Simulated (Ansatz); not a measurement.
CaF, doublet, at a GFN2-xTB geometry (such geometries of metal compounds can be far from the true shape) (the spin is typed, not shown lowest); B3LYP/def2-SVP (Ansatz, an electronic-structure program).

Input for Ansatz:
Ansatz 0.2 input:
```yaml
crystal:
  periodic: [false, false, false]
  atoms:
    - {symbol: Ca, position_ang: [-0.00000000, -0.00000000, -0.57526226]}
    - {symbol: F, position_ang: [0.00000000, 0.00000000, 1.27836059]}
basis:
  gaussian:
    orbitals: def2-SVP
hamiltonian:
  xc: b3lyp
magnetization: {spin_polarized: true, initial_magnetization: 1}
```

It wrote (shortened):

```
Functional definition: B3LYP
405 factors; integrals over basis functions are off by at most 6.5e-4 eV
mean field evaluation 1: about -21148.7010 eV, gradient 3.1e1 eV
mean field evaluation 2: about -21109.5862 eV, gradient 1.1e2 eV
mean field evaluation 4: about -21152.2092 eV, gradient 1.6e0 eV
mean field evaluation 8: about -21152.3273 eV, gradient 6.0e-2 eV
mean field evaluation 16: about -21152.3273 eV, gradient 2.0e-5 eV
mean field -21152.32731964 eV, -777.3336914343 hartree, gradient 2.0e-5 eV, S^2 0.750073; 0 other end points of the search recorded, 0 dependent functions left out
reference -21152.32750844 eV, -777.3336983725 hartree; 15, 14 occupied and 23, 24 virtual orbitals, 405 factors
Total energy: -21152.32750844 eV, -777.3336983725 hartree
```
